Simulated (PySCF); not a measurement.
Compound: CH8NPSSi.
Cartesian coordinates in Å at the PBE0-D3(BJ)/def2-SVP level; atoms count from 1:
```
atom  x, y, z in Å
C1    -1.8981   -0.9777   -0.4554
S2    -0.7046   -0.4914   -1.7463
Si3    0.7521    0.4692   -0.5110
N4     0.0188    1.7098    0.4402
P5     1.5734   -1.0151    0.9905
H6    -2.8557   -1.1774   -0.9539
H7    -2.0267   -0.1597    0.2672
H8    -1.5657   -1.8852    0.0673
H9     1.7754    0.9302   -1.5002
H10    0.3110    1.8879    1.3936
H11   -0.3787    2.5347    0.0049
H12    2.6454   -0.1640    1.4093
H13    2.3650   -1.6750    0.0028
```

The closed-shell ground state was solved at several levels (PySCF, density fitting, gas phase, non-relativistic).

| level | basis functions | total energy (Eh) | HOMO (eV) | LUMO (eV) | gap (eV) | dipole (D) |
| --- | --- | --- | --- | --- | --- | --- |
| LDA/pcSseg-1 | 146 | -1122.0930 | -5.67 | -0.65 | 5.02 | 2.32 |
| B97-D/pcSseg-1 | 146 | -1126.6494 | -5.56 | -0.40 | 5.16 | 2.25 |
| PBE0/IGLO-III | 282 | -1126.3384 | -6.67 | 0.13 | 6.80 | 1.93 |
| wB97X-D/pcSseg-1 | 146 | -1126.6745 | -8.61 | 2.08 | 10.69 | 2.40 |
| CAM-B3LYP/pcSseg-1 | 146 | -1126.6865 | -8.02 | 1.38 | 9.40 | 2.34 |
| PBE0/6-31G* | 98 | -1126.1949 | -6.62 | 0.54 | 7.16 | 2.47 |
| PBE0/aug-cc-pVDZ | 199 | -1126.2802 | -6.74 | -0.42 | 6.32 | 2.01 |

(1) What might PBE0/def2-TZVP (221 basis functions) give for the same quantities?

(2) Over all these levels, which gives the widest orbital gap and which the narrowest?

(3) How much does the basis alone move the frontier levels among the 4 PBE0 rows (the withheld one included)?

(4) How far do the dipole and the HOMO energy spread over the levels?

Results:

(1) Total energy -1126.3398 Eh, HOMO -6.73 eV, LUMO 0.18 eV, gap 6.91 eV, dipole 2.07 D.

(2) wB97X-D/pcSseg-1 (range-separated hybrid) has the widest, 10.69 eV, and LDA/pcSseg-1 (LDA) the narrowest, 5.02 eV. The two share the basis. From the narrowest to the widest the HOMO moves by -2.94 eV and the LUMO by +2.73 eV.

(3) The HOMO by 0.12 eV and the LUMO by 0.96 eV. By rising basis size (HOMO, LUMO in eV): 6-31G* -6.62, 0.54; aug-cc-pVDZ -6.74, -0.42; def2-TZVP -6.73, 0.18; IGLO-III -6.67, 0.13.

(4) The dipole runs from 1.93 to 2.47 D (mean 2.22 D) and the HOMO from -8.61 to -5.56 eV.

One conformer stands for the species.

The pairwise dispersion term of B97-D and wB97X-D wasn't added to the energies; at a given geometry it leaves orbitals and properties as they are.
